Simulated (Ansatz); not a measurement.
`N[Si]1(Cl)C=C1O` and `OC1=C[SiH]1Cl` differ in one atom or group.

Ansatz, PBE0-D4/def2-TZVP geometries, multiplicity 1. Each molecule was computed in one conformer, which needn't be the lowest.

```csv
property,`N[Si]1(Cl)C=C1O`
HOMO energy (ωB97M-V/def2-TZVPP) / eV,-9.51
size of the dipole moment (PBE/def2-TZVPP) / D,2.37
size of the dipole moment (B3LYP/def2-TZVPP) / D,2.38
LUMO energy (PBE/def2-TZVPP) / eV,-0.60
HOMO energy (B3LYP/def2-TZVPP) / eV,-7.07
HOMO energy (PBE0/def2-TZVPP) / eV,-7.28
```

(1) Give the same properties after the change, and the shifts. (Best estimate.)

## Answers

(1) Computed: 
| property | `OC1=C[SiH]1Cl` | shift |
| --- | --- | --- |
| HOMO energy (ωB97M-V/def2-TZVPP) / eV | -9.90 | -0.39 |
| size of the dipole moment (PBE/def2-TZVPP) / D | 2.47 | 0.10 |
| size of the dipole moment (B3LYP/def2-TZVPP) / D | 2.40 | 0.02 |
| LUMO energy (PBE/def2-TZVPP) / eV | -0.93 | -0.33 |
| HOMO energy (B3LYP/def2-TZVPP) / eV | -7.48 | -0.41 |
| HOMO energy (PBE0/def2-TZVPP) / eV | -7.74 | -0.46 |

Dipoles are sizes alone; their direction can turn.

B3LYP here is the variant with VWN-RPA as its local correlation; programs differ in this.
